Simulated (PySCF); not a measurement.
## Shapes and spin states of OsOCl₂

Level of theory: PySCF, B3LYP, basis Os def2-SVP with ECP60, O def2-SVP, Cl def2-SVP (scalar-relativistic core potentials, no spin–orbit coupling, density fitting).

Relaxations began from a few typed shapes and spin states; open shells are unrestricted. The search is not exhaustive: other isomers or separated fragments can lie lower, and high-lying points may rest on an excited occupation.

```csv
spin,group,bonds,angles,imaginary modes (cm⁻¹),ΔE (kJ/mol),ΔE with ZPE (kJ/mol)
singlet,C2v,"Os–Cl 2.237 Å (×2), Os–O 1.641 Å","Cl–Os–Cl 112.7°, Cl–Os–O 123.7° (×2)",none,0.0,0.0
triplet,C2v,"Os–Cl 2.230 Å (×2), Os–O 1.692 Å","Cl–Os–Cl 129.3°, Cl–Os–O 115.4° (×2)",none,18.8,18.3
triplet,C2v,"Os–Cl 2.270 Å (×2), Os–O 1.694 Å","Cl–Os–Cl 91.9°, Cl–Os–O 134.1° (×2)",none,86.4,87.6
quintet,C2v,"Os–Cl 2.294 Å (×2), Os–O 1.756 Å","Cl–Os–Cl 156.1°, Cl–Os–O 102.0° (×2)",none,120.3,117.9
quintet,C2v,"Os–Cl 2.302 Å (×2), Os–O 1.751 Å","Cl–Os–Cl 96.3°, Cl–Os–O 131.9° (×2)",none,143.6,141.7
```

The lowest minimum found is the singlet C2v: Os–Cl 2.237 Å (×2), Os–O 1.641 Å; Cl–Os–Cl 112.7°, Cl–Os–O 123.7° (×2).

Formally Os is in oxidation state +4, d4, with 0 unpaired electrons (the high-spin count would be 4). The polar-tensor charge on Os, 1.36, is far below the formal one.

For the lowest minimum: spin–orbit coupling, left out here, can matter for elements this heavy.
